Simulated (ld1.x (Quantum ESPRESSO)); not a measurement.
Mn (Z = 25): one change to a TM semilocal potential, before and after

ld1.x (Quantum ESPRESSO) 7.5 input, shortened:

```
&input
   title='Mn', zed=25., rel=1, dft='PBE', iswitch=3,
   config='[Ar] 3d5 4s2 4p0'
 /
 &inputp
   pseudotype=1, tm=.true., lloc=0,
   nlcc=.true., new_core_ps=.true., rcore=0.90
 /
3
4P  2  1   0.00   0.00  3.55  3.55  0.0
3D  3  2   5.00   0.00  1.10  1.10  0.0
4S  1  0   2.00   0.00  2.20  2.20  0.0
 &test
   configts(1)='3d5 4s2 4p0'
 /
```

Change: wave 3d (bound): rc 1.10 bohr becomes 3d (bound): rc 1.22 bohr.

Cutoffs: the cutoffs (Ry, on a coarse ladder) from which the occupation-weighted sum of valence levels, in a spherical-Bessel basis at the reference potential, stays within 10 and 1 mRy of its value at 400 Ry; they do not see the model core or the augmentation charge, which bear on the density cutoff. Errors are all-electron minus pseudo energies relative to the spin-unpolarised reference configuration.

How do hardness, ghosts and transferability respond?

The potential gets softer (160 Ry and 180 Ry → 140 Ry and 160 Ry); the errors of the 7 common tests hardly move; neither file shows a bound ghost. A larger radius leaves more room for a smooth pseudo-wave, so fewer plane waves are needed. A semilocal file is local in each channel, so a ghost entry of none says nothing of the separable form that plane-wave codes build from it.

```csv
quantity,base,changed
"cutoff, loose",160 Ry,140 Ry
"cutoff, tight",180 Ry,160 Ry
loose cutoff by channel (10 mRy a level),"d 140 Ry, s 6 Ry","d 120 Ry, s 6 Ry"
bound ghosts,none,none
"error for 3d5 4s1 4p0, meV [ΔE 8.42 eV]",-8.5,-8.3
"error for 3d5 4s0 4p0, meV [ΔE 24.01 eV]",-51,-50
"error for 3d4 4s0 4p0, meV [ΔE 56.53 eV]",-198,-204
"error for 3d5 4s1 4p1, meV [ΔE 3.86 eV]",-0.9,-0.8
"error for 3d6 4s0 4p0, meV [ΔE 6.81 eV]",-254,-255
"error for 3d4 4s2 4p1, meV [ΔE 7.80 eV]",-270,-270
"error for 3d5 4s1.5 4p0, meV [ΔE 3.36 eV]",-1.8,-1.8
s: phases at 3.86 bohr within 0.05 rad from the reference energy up to (Ry; the scan ends near 5),1.1,1.1
p: phases at 3.86 bohr within 0.05 rad from the reference energy up to (Ry; the scan ends near 5),1.3,1.3
d: phases at 3.86 bohr within 0.05 rad from the reference energy up to (Ry; the scan ends near 5),2.9,2.8
```
